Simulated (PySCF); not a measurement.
PySCF input (HF/def2-TZVPD):

```python
from pyscf import gto, scf, dft

mol = gto.M(
    atom='''
    O    -1.26086241   -0.78307349   -0.05683635
    B    -0.17650904   -0.10962302   -0.00795656
    O    -0.11286221    1.35319323    0.00031994
    O     1.16142137   -0.70197318    0.04694635
    H     0.74460991    1.66252637    0.30457658
    H     1.83636129   -0.05958372   -0.18823320
    ''',
    basis='def2-tzvpd',
    charge=-1,
    spin=0,
    verbose=4,
)

mf = scf.RHF(mol).density_fit(auxbasis='def2-universal-jkfit')
mf.conv_tol = 1e-9
mf.max_cycle = 100
mf.max_memory = 1500
mf.kernel()
if not mf.converged:
    mf = mf.newton()
    mf.kernel(mf.make_rdm1())
mf.analyze()
```

End of the output:

```
Extra cycle  E= -250.693303543944  delta_E= -4.72e-12  |g|= 2e-06  |ddm|= 7.48e-06
converged SCF energy = -250.693303543944
**** SCF Summaries ****
Total Energy =                        -250.693303543944069
Nuclear Repulsion Energy =             105.254018016552649
One-electron Energy =                 -562.570147571927123
Two-electron Energy =                  206.622826011430391
Two-electron Coulomb Energy =          236.280617180462229
DFT Exchange-Correlation Energy =      -29.657791169031839
HOMO-LUMO gap [eV] =                     9.497443985839134
**** MO energy ****
MO #1   energy= -20.3550850958636  occ= 2
MO #2   energy= -20.3550647272333  occ= 2
MO #3   energy= -20.2280616296399  occ= 2
MO #4   energy= -7.40226144639938  occ= 2
MO #5   energy= -1.15773517704858  occ= 2
MO #6   energy= -1.11206980471633  occ= 2
MO #7   energy= -0.994694753123888 occ= 2
MO #8   energy= -0.516814408692628 occ= 2
MO #9   energy= -0.493432219537308 occ= 2
MO #10  energy= -0.419123397155587 occ= 2
MO #11  energy= -0.358183273209843 occ= 2
MO #12  energy= -0.307502378682651 occ= 2
MO #13  energy= -0.30345180367514  occ= 2
MO #14  energy= -0.288900544986888 occ= 2
MO #15  energy= -0.187989694087926 occ= 2
MO #16  energy= -0.181888494802286 occ= 2
MO #17  energy= 0.16713613697717   occ= 0
MO #18  energy= 0.205177307002216  occ= 0
MO #19  energy= 0.219503000311366  occ= 0
MO #20  energy= 0.238012777619755  occ= 0
MO #21  energy= 0.248032016570977  occ= 0
MO #22  energy= 0.258735242957108  occ= 0
MO #23  energy= 0.2669499993536    occ= 0
MO #24  energy= 0.273633981883738  occ= 0
MO #25  energy= 0.298976219888107  occ= 0
MO #26  energy= 0.320846868251584  occ= 0
MO #27  energy= 0.32715160408985   occ= 0
MO #28  energy= 0.361301868953531  occ= 0
MO #29  energy= 0.375898819555808  occ= 0
MO #30  energy= 0.408288653650894  occ= 0
MO #31  energy= 0.420958641332739  occ= 0
MO #32  energy= 0.431417024137799  occ= 0
MO #33  energy= 0.436228777670133  occ= 0
MO #34  energy= 0.439554216502762  occ= 0
MO #35  energy= 0.455655553272639  occ= 0
MO #36  energy= 0.496905640839106  occ= 0
MO #37  energy= 0.506860073846193  occ= 0
MO #38  energy= 0.515508057897418  occ= 0
MO #39  energy= 0.522391036782501  occ= 0
MO #40  energy= 0.524426097499005  occ= 0
MO #41  energy= 0.535216183688388  occ= 0
MO #42  energy= 0.549776350472323  occ= 0
MO #43  energy= 0.559761583684268  occ= 0
MO #44  energy= 0.564752779096238  occ= 0
MO #45  energy= 0.575675763796973  occ= 0
MO #46  energy= 0.584210281528614  occ= 0
MO #47  energy= 0.627386019574733  occ= 0
MO #48  energy= 0.725537709833841  occ= 0
MO #49  energy= 0.750793909182895  occ= 0
MO #50  energy= 0.76549570288304   occ= 0
MO #51  energy= 0.777084687384526  occ= 0
MO #52  energy= 0.787898653455937  occ= 0
MO #53  energy= 0.793752090921151  occ= 0
MO #54  energy= 0.804119318561134  occ= 0
MO #55  energy= 0.812859819773112  occ= 0
MO #56  energy= 0.827793971806699  occ= 0
MO #57  energy= 0.837413369071413  occ= 0
MO #58  energy= 0.8579492850462    occ= 0
MO #59  energy= 0.896131098696548  occ= 0
MO #60  energy= 0.906376634421049  occ= 0
MO #61  energy= 0.907329860090423  occ= 0
MO #62  energy= 0.91582341747191   occ= 0
MO #63  energy= 0.95168699729841   occ= 0
MO #64  energy= 1.02703011107521   occ= 0
MO #65  energy= 1.03698545418896   occ= 0
MO #66  energy= 1.07601003510382   occ= 0
MO #67  energy= 1.10101079814526   occ= 0
MO #68  energy= 1.10987037675308   occ= 0
MO #69  energy= 1.13116557889201   occ= 0
MO #70  energy= 1.15840197854729   occ= 0
MO #71  energy= 1.18904197185671   occ= 0
MO #72  energy= 1.19790378534876   occ= 0
MO #73  energy= 1.21640601230455   occ= 0
MO #74  energy= 1.23071389452246   occ= 0
MO #75  energy= 1.28072738494234   occ= 0
MO #76  energy= 1.29869944902972   occ= 0
MO #77  energy= 1.3093302852926    occ= 0
MO #78  energy= 1.34468218987567   occ= 0
MO #79  energy= 1.37591212390241   occ= 0
MO #80  energy= 1.39982138055464   occ= 0
MO #81  energy= 1.49666369436807   occ= 0
MO #82  energy= 1.52813457675615   occ= 0
MO #83  energy= 1.64182113759965   occ= 0
MO #84  energy= 1.6530994779251    occ= 0
MO #85  energy= 1.68219791611843   occ= 0
MO #86  energy= 1.72910284148327   occ= 0
MO #87  energy= 1.82079921572777   occ= 0
MO #88  energy= 1.87411301742716   occ= 0
MO #89  energy= 2.02729501264838   occ= 0
MO #90  energy= 2.05231476135516   occ= 0
MO #91  energy= 2.06872903510742   occ= 0
MO #92  energy= 2.10580333238589   occ= 0
MO #93  energy= 2.18429598651912   occ= 0
MO #94  energy= 2.25379671873625   occ= 0
MO #95  energy= 2.26631626939663   occ= 0
MO #96  energy= 2.33522426238804   occ= 0
MO #97  energy= 2.36227107429554   occ= 0
MO #98  energy= 2.39836040951936   occ= 0
MO #99  energy= 2.44933280817878   occ= 0
MO #100 energy= 2.4570309921427    occ= 0
MO #101 energy= 2.53866158040234   occ= 0
MO #102 energy= 2.55566691094782   occ= 0
MO #103 energy= 2.58948228148211   occ= 0
MO #104 energy= 2.61838848000841   occ= 0
MO #105 energy= 2.63655698549035   occ= 0
MO #106 energy= 2.73587082509503   occ= 0
MO #107 energy= 2.78355881146146   occ= 0
[...]
```

It need not be the lowest isomer of its formula. Whether it binds its extra electron was not tested at this geometry.
